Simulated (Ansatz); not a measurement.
Molecule: sum formula H$_{5}$BSiO$_{6}$, charge 0, multiplicity 1. 
Coordinates optimised at B3LYP-D3(BJ)/def2-TZVP (Ansatz, a program for electronic structure):
```xyz
13

O     -1.8848    -0.6501     0.9789
B     -1.7122     0.1975    -0.1062
O     -2.7374     0.8332    -0.7531
O     -0.4533     0.4007    -0.5600
Si     1.0429    -0.0491    -0.0345
O      0.9139    -1.4211     0.8315
O      2.0201    -0.2442    -1.3246
O      1.6967     1.1267     0.8835
H     -2.7837    -0.7704     1.2934
H     -3.6208     0.6663    -0.4171
H      0.0567    -1.5507     1.2545
H      1.7650    -0.8790    -1.9979
H      2.1011     1.8712     0.4318
```

Total electronic energies in hartree. Valence correlation only, unless marked. Spin-orbit coupling is left out. Non-relativistic. CBS marks a two-point X^-3 extrapolation of the correlation energy; Hartree-Fock from the larger set.

| level | program | energy (Eh) |
|---|---|---|
| revPBE-D3(BJ)/def2-TZVPD | Ansatz + dftd3 | … |
| B97M-V/def2-TZVPD | Ansatz | … |
| BHLYP/def2-TZVPD | Ansatz | … |
| r2SCANh/def2-TZVPD | Ansatz | -769.02757 |
| LC-wPBE-D4/def2-TZVPD | Ansatz + dftd4 | -768.94983 |
| RI-MP2/aug-cc-pV(T+d)Z | Ansatz | -768.01119 |
| SCS-MP2/6-31G* | Ansatz | -767.22768 |
| CCSD(T)/6-31G* | Ansatz | -767.32788 |
| CCSD(T)/CBS(cc-pV(T+d)Z,cc-pV(Q+d)Z) | Ansatz | -768.3015 |

Task: Some entries are withheld; supply them.

Result: 
- revPBE-D3(BJ)/def2-TZVPD, energy (Eh): -769.09470
- B97M-V/def2-TZVPD, energy (Eh): -769.11264
- BHLYP/def2-TZVPD, energy (Eh): -769.09070
